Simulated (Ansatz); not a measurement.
CH4O2SSi (`O[SiH2]OC=S`), relaxed with RKS PBE0-D4/def2-TZVP in the Gaussian-basis code of Ansatz from a PBE-D4/def2-SVP geometry. The force threshold is 0.005 eV/Å; the program also tests the step.

Charge 0, multiplicity 1.

Start:

```xyz
9

O     1.904   -0.535   -0.428
Si    0.328   -0.984   -0.139
O    -0.754    0.321   -0.422
C    -1.074    1.272    0.474
S    -1.981    2.580    0.140
H     2.142   -0.350   -1.354
H    -0.167   -2.038   -1.076
H     0.268   -1.347    1.310
H    -0.664    1.081    1.495
```

By how much does the energy fall, and how many steps does the optimiser take? (Best estimate.)

Ansatz gave: 0.08 eV, in 7 steps, 2 of them rejected.

Which bonds change most? (An estimate is asked.)

The calculation gave: Si2–O3 from 1.719 to 1.674 Å; O1–Si2 from 1.665 to 1.629 Å; C4–H9 from 1.116 to 1.096 Å; C4–S5 from 1.627 to 1.607 Å.

Give the relaxed structure. (Best estimate.)

Ansatz gave: 
```xyz
9

O     1.851   -0.524   -0.424
Si    0.311   -0.972   -0.139
O    -0.752    0.294   -0.403
C    -1.050    1.254    0.468
S    -1.955    2.538    0.133
H     2.125   -0.321   -1.320
H    -0.162   -2.017   -1.068
H     0.256   -1.346    1.289
H    -0.625    1.094    1.465
```
